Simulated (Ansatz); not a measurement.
Two isomers of CH6OSSi2: A = `O[SiH]1CS[SiH2]1`, B = `[SiH3]OC1[SiH2]S1`.

Program: Ansatz. Geometries: PBE0-D4/def2-TZVP. ΔE: electronic, gas phase. CBS: MP2 limit from def2 TZ/QZ plus the TZ coupled-cluster correction, frozen cores. DFT in def2-TZVPP. B3LYP here is the variant with VWN-RPA as its local correlation; programs differ in this. One conformer a species, not always the lowest.

Which is lower in electronic energy at CCSD(T)/CBS, and by how much? (Best estimate.)

Ansatz gave: A, by 145.5 kJ/mol.

Give E(B) − E(A) in kJ/mol with CCSD(T)/def2-TZVPP, PBE-D4, CCSD/def2-TZVPP, B3LYP, HF/def2-TZVPP, B2PLYP, ωB97M-V. (Best estimate.)

Computed: CCSD(T)/def2-TZVPP 140.8, PBE-D4 145.7, CCSD/def2-TZVPP 141.5, B3LYP 132.2, HF/def2-TZVPP 132.4, B2PLYP 135.6, ωB97M-V 140.6. None reverses the order clearly.

Largest T1 diagnostic: 0.014.

The D4 term adds +3.5 kJ/mol with B3LYP and +1.6 kJ/mol with PBE0; it sums over pairs of atoms, weighted by their polarisabilities, and B3LYP, whose exchange is more repulsive, gets the larger term. From PBE to PBE0 (25 % exact exchange), in def2-TZVPP and without D4, E(B) − E(A) moves by +6.5 kJ/mol.
